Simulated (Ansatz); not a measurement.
A nudged elastic band was laid between two geometries of Cl2H2OSn + H2S (9 atoms, charge 0, multiplicity 1).

Level of theory: Ansatz 0.2.0, RKS B3LYP/def2-SVP.

| Quantity | Value |
| --- | --- |
| movable images | 7 |
| climbing image | yes |
| spring | 5.0 eV/Å² |
| optimiser | quadratic models (default) |
| start path | through a guess of the saddle point |
| force threshold | 0.05 eV/Å |
| iteration limit | 60 |
| end points | relaxed |

First end point:

```xyz
9
Properties=species:S:1:pos:R:3
Sn 0.383 -0.102 0.129
H 0.555 0.460 1.721
O 2.200 -0.127 -0.651
H 2.216 -0.433 -1.570
Cl -0.951 1.260 -1.275
Cl -0.474 -2.300 -0.067
S -2.986 0.023 1.853
H -3.226 0.607 0.655
H -2.961 -1.214 1.305
```

Last end point:

```xyz
9
Properties=species:S:1:pos:R:3
Sn -1.069 -0.290 -0.718
H 1.220 0.172 2.725
O 0.472 -0.590 0.488
H 1.316 -0.364 0.066
Cl -0.552 1.582 -2.058
Cl -1.349 -2.115 -2.183
S -3.018 -0.030 0.672
H -3.806 -0.630 -0.255
H 1.541 0.440 3.363
```

Q: What changes between the two ends?

A: Bonds broken: Sn1–H2, S7–H9. Bonds formed: Sn1–S7, H2–H9. Cl2H2OSn + H2S becomes Cl2H2OSSn + H2.

Q: Give the energies along the band, and the barrier.

A: It converged. The highest image is number 4 of 0 to 8, 1.75 eV above the first end and 1.92 eV above the last; the last end lies 0.17 eV below the first. Beside the main top the profile has a ripple of under 15 meV (maxima at images 4, 7), which may be a very shallow well or noise. Neighbouring images differ by up to 1.8 eV, so the band resolves the path poorly. A vibrational analysis at the climbing image gives one clearly imaginary mode, 1475i cm⁻¹: a first-order saddle point. The orbitals stay closed-shell, which can raise the energy where a bond breaks towards radicals; this wasn't checked here.

| image | path coordinate (Å) | energy (eV) | Sn1–H2 (Å) | S7–H9 (Å) | Sn1–S7 (Å) |
| --- | --- | --- | --- | --- | --- |
| 0 | 0.00 | 0.00 | 1.70 | 1.35 | 3.79 |
| 1 | 1.73 | 0.04 | 1.70 | 1.35 | 3.78 |
| 2 | 3.45 | 0.07 | 1.70 | 1.35 | 3.92 |
| 3 | 5.18 | 0.29 | 1.70 | 1.35 | 3.65 |
| 4 | 6.91 | 1.75 | 1.95 | 1.64 | 2.71 |
| 5 | 8.56 | -0.07 | 3.14 | 2.93 | 2.42 |
| 6 | 10.21 | -0.16 | 3.72 | 4.25 | 2.41 |
| 7 | 11.87 | -0.15 | 3.77 | 4.28 | 2.41 |
| 8 | 13.52 | -0.17 | 4.16 | 5.31 | 2.41 |

Q: What is the geometry of the highest image?

A: 
```xyz
9
Properties=species:S:1:pos:R:3:forces:R:3
Sn -0.383 0.089 -0.268 0.00 -0.01 -0.01
H -0.308 0.843 1.525 0.01 0.01 0.00
O 1.371 -0.740 0.168 0.00 0.00 0.02
H 1.592 -1.386 -0.524 -0.01 -0.01 -0.01
Cl -0.507 2.207 -1.299 0.00 0.02 -0.01
Cl -0.967 -1.384 -2.060 0.00 0.00 0.00
S -2.616 -0.359 1.193 0.03 0.00 0.00
H -2.135 -1.547 1.639 0.00 0.00 0.01
H -1.292 0.452 1.725 -0.02 -0.02 0.00
```

The band took 31 iterations and about 29 core-minutes.

The run took 8 min on 4 threads of Arm Neoverse V1, with other jobs on the host, peak memory 0.33 GiB.
